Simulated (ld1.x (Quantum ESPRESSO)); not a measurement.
# Sc: excitation energies, all-electron against TM

* Element: Sc (Z = 21)
* Generator: ld1.x (Quantum ESPRESSO) 7.5
* Type: norm-conserving Troullier–Martins (Kleinman–Bylander form)
* Functional: PBE
* Relativity: scalar-relativistic
* Frozen core: [Ar]
* Valence charge: 3
* Reference configuration: 3d1 4s2 4p0
* Partial waves: 4p (bound, empty): rc 3.95 bohr; 3d (bound): rc 1.45 bohr; 4s (bound): rc 2.15 bohr
* Local potential: the s channel
* Core correction: none

Energies are relative to the spin-unpolarised reference configuration 3d1 4s2 4p0; without spin polarisation the order of configurations can differ from experiment.

(1) Give the all-electron excitation energy and the error of the potential for: 3d1 4s1 4p0; 3d1 4s0 4p0; 3d1 4s1.5 4p0; 3d2 4s0 4p0; 3d1 4s0 4p2; 3d1 4s0 4p1; 3d0 4s2 4p0.

Levels in the configuration 3d1 4s0 4p1:

| level | all-electron (eV) | pseudo (eV) |
| --- | --- | --- |
| 3d | -11.020 | -11.166 |
| 4p | -6.916 | -6.871 |

Answers

(1)

| valence configuration | charge | ΔE all-electron (eV) | error AE − PS (meV) |
| --- | --- | --- | --- |
| 3d1 4s1 4p0 | +1 | 6.897 | +7.0 |
| 3d1 4s0 4p0 | +2 | 19.665 | +260 |
| 3d1 4s1.5 4p0 | +0.5 | 2.754 | +0.1 |
| 3d2 4s0 4p0 | +1 | 7.578 | +117 |
| 3d1 4s0 4p2 | 0 | 5.674 | +28 |
| 3d1 4s0 4p1 | +1 | 10.327 | +51 |
| 3d0 4s2 4p0 | +1 | 8.381 | +599 |

These tests converged, but a pseudo level misses the all-electron one widely, so the file describes the atom poorly there or has found another state: 3d0 4s2 4p0: empty 3d by 2.1 eV.
